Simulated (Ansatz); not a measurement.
AlClH4N2 (`[NH2][Al]([NH2])[Cl]`). The species carries charge 0 and has multiplicity 1. The geometry is a stationary point of PBE0-D4/def2-TZVP. It is one conformer, not always the lowest.

```xyz
8

N     1.178    0.089   -1.057
Al   -0.321    0.330   -0.172
N    -0.734   -0.545    1.295
Cl   -1.693    1.739   -0.907
H     1.415    0.590   -1.897
H     1.911   -0.554   -0.809
H    -0.164   -1.241    1.745
H    -1.592   -0.408    1.802
```

What is the dipole moment at ωB97M-V/def2-TZVPP? (An estimate is asked.)

The calculation gave: 2.47 D, with components (1.62, -1.66, 0.87) D in this frame, pointing from negative to positive charge.

And with PBE, r2SCAN, B3LYP? (An estimate is asked.)

Computed: PBE 2.47 D, r2SCAN 2.51 D, B3LYP 2.48 D.

Give the Mulliken charges with ωB97M-V, r2SCAN, B3LYP in def2-TZVPP. (Best estimate.)

Computed: 
| atom | ωB97M-V | r2SCAN | B3LYP |
| --- | --- | --- | --- |
| N1 | -0.37 | -0.47 | -0.41 |
| Al2 | 0.58 | 0.64 | 0.60 |
| N3 | -0.37 | -0.47 | -0.41 |
| Cl4 | -0.27 | -0.30 | -0.30 |
| H5 | 0.11 | 0.16 | 0.14 |
| H6 | 0.10 | 0.14 | 0.12 |
| H7 | 0.10 | 0.14 | 0.12 |
| H8 | 0.11 | 0.16 | 0.14 |

B3LYP here is the variant with VWN-RPA as its local correlation; programs differ in this.
